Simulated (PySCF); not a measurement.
Numbering as in the mapped SMILES `[N:1]#[C:2][SiH2:3][CH:4]=[O:5]`. Each H is labelled by its parent atom.

Non-relativistic Hamiltonian, one averaged value for each set of equivalent atoms, a single conformation, in vacuum. Structure optimised with PBE0-D3(BJ)/def2-SVP; σ from GIAO-PBE0/pcSseg-1; PySCF 2.14.0 with density-fitted response routines.

Scale: TMS for ¹³C (184.41 ppm) and ¹H (31.27 ppm) and ²⁹Si (351.99 ppm); ¹⁵N (265.67 ppm) vs NH3; ¹⁷O (334.56 ppm) vs H2O (reference shieldings calculated alike).

| atoms | nucleus | count | Hirshfeld charge | δ (ppm) |
| --- | --- | --- | --- | --- |
| N1 | ¹⁵N | 1 | -0.18 | 378.7 |
| O5 | ¹⁷O | 1 | -0.19 | 963.4 |
| Si3 | ²⁹Si | 1 | 0.39 | -101.5 |
| H(C4) | ¹H | 1 | 0.05 | ? |
| C2 | ¹³C | 1 | -0.04 | ? |
| C4 | ¹³C | 1 | 0.06 | 235.8 |
| H(Si3) | ¹H | 2 | -0.05 | 4.14 |

Problem. Estimate the values marked ?.

Solution. 
- C2: 122.9 ppm, nitrile carbon; this is the usual window of a C≡N carbon, which has no attached hydrogen
- H(C4): 11.85 ppm, hydrogen on a carbonyl carbon

Shifts are as computed. Against solution values, carbons near 30 ppm lie about +2 ppm off and those near 130 ppm about +5 ppm. Of 1211 compounds with measured shifts, 218 miss one by over three times the rms of a fit or turn the order of signals round; such compounds aren't used in these exercises. Unscaled 17O shifts of doubly bonded oxygen tend to come out too high, by tens of ppm or more. Experimental scales use liquid or dissolved standards, which lie at an offset from isolated NH3 (liquid NH3: subtract about 20 ppm) and H2O (liquid H2O: subtract about 36 ppm). Unscaled 15N shifts of sp2 nitrogen come out 20 to 40 ppm too high even then.
